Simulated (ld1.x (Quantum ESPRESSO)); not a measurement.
**Transferability test, TM potential for iodine (I)**

| Item | Value |
| --- | --- |
| Element | I (Z = 53) |
| Generator | ld1.x (Quantum ESPRESSO) 7.5 |
| Type | norm-conserving Troullier–Martins (Kleinman–Bylander form) |
| Functional | PBE |
| Relativity | fully relativistic |
| Frozen core | [Kr] 4d10 |
| Valence charge | 7 |
| Reference configuration | 5s1.5 5p5.5 |
| Partial waves | 5p (bound): rc 1.70 bohr; 5s (bound): rc 1.75 bohr |
| Local potential | the s channel |
| Core correction | Bessel-smoothed model core inside 1.40 bohr |

Open shells are filled in proportion to 2j + 1 (rel_dist='average').

Energies are relative to the spin-unpolarised reference configuration 5s1.5 5p5.5; without spin polarisation the order of configurations can differ from experiment. The frozen-core shift is the all-electron ΔE with the core orbitals held at their reference shape minus the fully relaxed ΔE.

```tsv
valence configuration	charge	ΔE all-electron (eV)	error AE − PS (meV)	frozen-core shift (meV)
5s2 5p5	0	-5.162	-1.3	+1.8
5s2 5p4	+1	5.996	-0.2	+0.9
5s2 5p3	+2	25.871	-2.5	+16
5s2 5p2	+3	55.233	-24	+75
5s2 5p5.3	-0.3	-6.952	-1.5	+2.7
5s2 5p4.5	+0.5	-0.617	-0.9	+0.6
5s2 5p1	+4	94.698	-97	+224
```

Levels in the configuration 5s2 5p4:

```tsv
level	all-electron (eV)	pseudo (eV)
5s j=1/2	-26.226	-26.222
5p j=1/2	-16.133	-16.131
5p j=3/2	-14.991	-14.990
```
